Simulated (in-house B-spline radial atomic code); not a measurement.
Se: [Ar] 3d10 4s1 4p4 5s1 (an excited or competing configuration)

Method: non-relativistic PBE0, spin-polarised, spherical fractional occupations, exact exchange averaged over the configuration, point nucleus. Calculated with an all-electron radial atomic-structure program (B-spline basis).

Effective charges: Z_r = [3n² - l(l+1)]/(2<r>) from the radius, Z_e = n√(-2ε) from the energy, and Slater's rules. Values are occupation-weighted means over spin.

| shell | electrons | ε (eV) | <r> (bohr) | Z_r | Z_e | Slater |
| --- | --- | --- | --- | --- | --- | --- |
| 1s | 2 | -12368 | 0.04499 | 33.34 | 30.15 | 33.70 |
| 2s | 2 | -1590.9 | 0.1998 | 30.03 | 21.63 | 29.85 |
| 2p | 6 | -1427.9 | 0.1728 | 28.94 | 20.49 | 29.85 |
| 3s | 2 | -222.27 | 0.584 | 23.11 | 12.13 | 22.75 |
| 3p | 6 | -165.76 | 0.5934 | 21.07 | 10.47 | 22.75 |
| 3d | 10 | -65.726 | 0.6248 | 16.81 | 6.59 | 12.85 |
| 4s | 1 | -25.517 | 1.765 | 13.60 | 5.48 | 7.30 |
| 4p | 4 | -12.701 | 2.119 | 10.86 | 3.86 | 7.30 |
| 5s | 1 | -2.6265 | 5.755 | 6.52 | 2.20 | 1.75 |

The least bound orbital is 5s up at -2.627 eV, and it is also the most diffuse (<r> = 5.755 bohr).
